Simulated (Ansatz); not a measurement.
Molecule: dibromo(dichloro)silane, sum formula SiBr₂Cl₂ (charge 0, singlet). SMILES: Cl[Si](Cl)(Br)Br
Structure (B3LYP-D3(BJ)/def2-TZVP (Ansatz, a quantum-chemistry and plane-wave program) minimum search):
```
Si
Cl 1 2.0364
Cl 1 2.0364 2 109.07
Br 1 2.2044 2 109.45 3 -119.73
Br 1 2.2044 2 109.45 3 119.73
```

Property: atomisation energy (electronic, to ground-state atoms), in kJ/mol. Correlated levels leave the core frozen unless marked. Open shells are spin-unrestricted. No spin-orbit coupling. The frozen core is the preceding noble-gas configuration, with the filled d and f shells of earlier blocks. Non-relativistic. The coupled-cluster limit lacks core correlation, which all-electron functionals hold. Basis-set limits of correlation are two-point, X^-3; Hartree-Fock from the larger set.

```csv
level,program,atomisation energy (kJ/mol)
HF/STO-3G,Ansatz,1243.2
r2SCAN0/def2-TZVPD,Ansatz,1481.2
"RI-MP2/CBS(def2-TZVPPD,def2-QZVPPD)",Ansatz,1578.2
SCS-MP2/def2-TZVPP,Ansatz,1449.4
```

### Question
Estimate the value at CCSD(T)/CBS(def2-TZVPPD,def2-QZVPPD) as computed with Ansatz.

### Answer
1497.9 kJ/mol, so SCS-MP2/def2-TZVPP differs from it by -48.5 kJ/mol.
